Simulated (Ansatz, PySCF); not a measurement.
CHI2, SMILES I[CH]I, multiplicity 2. Atoms are numbered in the order given.

```xyz
4

I      0.0236    -0.0690    -1.8212
C      0.0201     0.9075     0.0000
I      0.0236    -0.0690     1.8212
H     -0.3107     1.9497     0.0000
```
Charge 0, spin multiplicity 2.

Geometry optimised at r2SCAN-D4/def2-SVP. The isomer is the one that the SMILES or the coordinates give; other isomers of the formula were not compared. The def2 effective core potentials stand for the cores of I; spin–orbit coupling is left out.

Two levels are set side by side: PBE-D3(BJ)/def2-SVP (Ansatz, a program for electronic structure) and r2SCAN-D4/def2-SVP (Ansatz). Each level has its own optimised geometry; the coordinates shown are those of the second. Frequencies come from the Hessian of PySCF at each geometry. Differences are taken from unrounded values.

```
quantity                            r2SCAN-D4
----------------------------------  ---------
mean bond length (Å)                    1.742
bond I1–C2 (Å)                          2.066
bond C2–I3 (Å)                          2.066
bond C2–H4 (Å)                          1.093
highest harmonic wavenumber (cm⁻¹)       3219
mean harmonic wavenumber (cm⁻¹)           985
zero-point energy (kcal/mol)             8.45
```

### Question
What does PBE-D3(BJ) give, and how far is it from r2SCAN-D4? (An estimate is asked for; the answer gives what the named calculation found.)

### Answer

```csv
quantity,PBE-D3(BJ),PBE-D3(BJ) minus r2SCAN-D4
mean bond length (Å),1.749,0.006
bond I1–C2 (Å),2.072,0.006
bond C2–I3 (Å),2.072,0.006
bond C2–H4 (Å),1.101,0.007
highest harmonic wavenumber (cm⁻¹),3148,-72
mean harmonic wavenumber (cm⁻¹),968,-17
zero-point energy (kcal/mol),8.30,-0.15
```
